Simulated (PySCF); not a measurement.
Molfile (atoms numbered from 1):
```
C6H10O
     RDKit          3D

 17 16  0  0  0  0  0  0  0  0999 V2000
    2.1501    1.9184   -0.4922 C   0  0  0  0  0  0  0  0  0  0  0  0
    1.0701    1.2388   -0.8252 C   0  0  0  0  0  0  0  0  0  0  0  0
    0.9569   -0.2551   -0.7650 C   0  0  0  0  0  0  0  0  0  0  0  0
   -0.1591   -0.6459    0.1721 C   0  0  0  0  0  0  0  0  0  0  0  0
    0.0503   -1.0777    1.4086 C   0  0  0  0  0  0  0  0  0  0  0  0
   -1.3718   -0.4642   -0.4258 O   0  0  0  0  0  0  0  0  0  0  0  0
   -2.5257   -0.7110    0.3364 C   0  0  0  0  0  0  0  0  0  0  0  0
    2.1877    2.9933   -0.5456 H   0  0  0  0  0  0  0  0  0  0  0  0
    3.0491    1.4265   -0.1577 H   0  0  0  0  0  0  0  0  0  0  0  0
    0.1745    1.7482   -1.1548 H   0  0  0  0  0  0  0  0  0  0  0  0
    1.8952   -0.6949   -0.4292 H   0  0  0  0  0  0  0  0  0  0  0  0
    0.7131   -0.6326   -1.7615 H   0  0  0  0  0  0  0  0  0  0  0  0
    1.0518   -1.1771    1.7815 H   0  0  0  0  0  0  0  0  0  0  0  0
   -0.7385   -1.3443    2.0874 H   0  0  0  0  0  0  0  0  0  0  0  0
   -3.3695   -0.4719   -0.3089 H   0  0  0  0  0  0  0  0  0  0  0  0
   -2.5847   -1.7610    0.6401 H   0  0  0  0  0  0  0  0  0  0  0  0
   -2.5565   -0.0774    1.2284 H   0  0  0  0  0  0  0  0  0  0  0  0
  1  2  2  0
  2  3  1  0
  3  4  1  0
  4  5  2  0
  4  6  1  0
  6  7  1  0
  1  8  1  0
  1  9  1  0
  2 10  1  0
  3 11  1  0
  3 12  1  0
  5 13  1  0
  5 14  1  0
  7 15  1  0
  7 16  1  0
  7 17  1  0
M  END
```

All values are calculated (PySCF 2.14.0 with density-fitted response routines): geometry: GFN2-xTB, shielding tensors at PBE0/pcSseg-1 (GIAO). Non-relativistic, fast rotation and ring inversion assumed for equivalent nuclei, one computed conformer, no solvent model.

Predict the 2D correlation tables (HSQC, COSY, HMBC).

Answers



HSQC (one-bond C–H):
```csv
δH,δC
6.37 (H10),146.4 (C2)
5.31 (H9),120.2 (C1)
5.22 (H8),120.2 (C1)
4.09 (H13),83.9 (C5)
3.79 (H14),83.9 (C5)
3.71 (H15/H16/H17),56.1 (C7)
2.84 (H11/H12),48.0 (C3)
```

COSY cross peaks (H two or three bonds apart, from the bond graph; peaks can be absent where the dihedral angle is near 90°):
```csv
δH,δH
6.37 (H10),5.31 (H9)
6.37 (H10),5.22 (H8)
6.37 (H10),2.84 (H11/H12)
5.31 (H9),5.22 (H8)
4.09 (H13),3.79 (H14)
```

HMBC (two and three bonds, from the bond graph):
```csv
δH,δC
6.37 (H10),"172.4 (C4), 120.2 (C1), 48.0 (C3)"
5.31 (H9),"146.4 (C2), 48.0 (C3)"
5.22 (H8),"146.4 (C2), 48.0 (C3)"
4.09 (H13),"172.4 (C4), 48.0 (C3)"
3.79 (H14),"172.4 (C4), 48.0 (C3)"
3.71 (H15/H16/H17),172.4 (C4)
2.84 (H11/H12),"172.4 (C4), 146.4 (C2), 120.2 (C1), 83.9 (C5)"
```

Referencing at the same level of theory: TMS for ¹H (σref 31.72), ¹³C (σref 186.93).

Short H···H contacts in this conformer between protons four or more bonds apart (candidates for NOE cross peaks, intensity ∝ r⁻⁶): H14···H17 2.38 Å, H11···H13 2.41 Å, H9···H11 2.43 Å.

Shifts are as computed. Against solution values, carbons near 30 ppm lie about +3 ppm off and those near 130 ppm about +5 ppm. Of 1313 compounds with measured shifts, 239 miss one by over three times the rms of a fit or turn the order of signals round; such compounds aren't used in these exercises.
